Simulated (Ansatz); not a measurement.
The cluster Si₁₅. The state is a singlet with charge 0. Geometry r2SCAN-D4/def2-SVP, loosely relaxed; atoms count from 1.

```xyz
15

Si   -2.168   -1.375   -1.013
Si    1.614    1.124   -0.938
Si   -0.809   -0.923    3.567
Si   -0.866    0.352   -2.046
Si   -0.126    1.502    3.458
Si   -2.451    0.751    2.743
Si   -0.118   -0.848   -4.035
Si    2.901   -0.008    0.789
Si    0.788   -0.091    1.840
Si   -1.371   -0.776    1.133
Si    1.824   -0.251   -2.802
Si   -0.070   -2.005   -1.887
Si   -0.802    1.517    1.108
Si    1.982   -1.433   -0.855
Si   -0.327    2.464   -1.062
```

The geometry of the charge 0 singlet is only loosely relaxed. The structure comes from a short search, and lower isomers may exist.

Question: Estimate the Mulliken populations from the PBE0/def2-SVP orbitals of Ansatz.

Answer: 
```tsv
atom	charge (e)
Si1	0.10
Si2	-0.12
Si3	0.15
Si4	-0.20
Si5	0.12
Si6	0.10
Si7	0.14
Si8	0.11
Si9	-0.21
Si10	-0.15
Si11	-0.04
Si12	-0.06
Si13	-0.13
Si14	0.05
Si15	0.14
```
Mulliken values and Mayer orders depend strongly on the basis.

Question: And the Mayer bond orders between bonded heavy atoms (over 0.3)?

Answer: Si1–Si4 0.73 (2.40 Å); Si1–Si10 0.81 (2.37 Å); Si1–Si12 0.78 (2.36 Å); Si2–Si8 0.72 (2.43 Å); Si2–Si11 0.80 (2.33 Å); Si2–Si14 0.41 (2.58 Å); Si2–Si15 0.80 (2.36 Å); Si3–Si5 0.50 (2.52 Å); Si3–Si6 0.53 (2.48 Å); Si3–Si9 0.50 (2.50 Å); Si3–Si10 0.50 (2.50 Å); Si4–Si7 0.70 (2.44 Å); Si4–Si12 0.47 (2.49 Å); Si4–Si15 0.74 (2.39 Å); Si5–Si6 0.49 (2.55 Å); Si5–Si9 0.54 (2.45 Å); Si5–Si13 0.54 (2.45 Å); Si6–Si10 0.52 (2.47 Å); Si6–Si13 0.54 (2.45 Å); Si7–Si11 0.72 (2.38 Å); Si7–Si12 0.70 (2.44 Å); Si8–Si9 0.82 (2.36 Å); Si8–Si14 0.81 (2.36 Å); Si9–Si10 0.59 (2.37 Å); Si9–Si13 0.58 (2.38 Å); Si10–Si13 0.60 (2.36 Å); Si11–Si14 0.87 (2.28 Å); Si12–Si14 0.73 (2.37 Å); Si13–Si15 0.79 (2.41 Å). Values over 0.3 also appear between atoms too far apart for a bond (Si11–Si12 0.32 at 2.74 Å); they arise where an orbital or an unpaired electron spreads over both atoms.
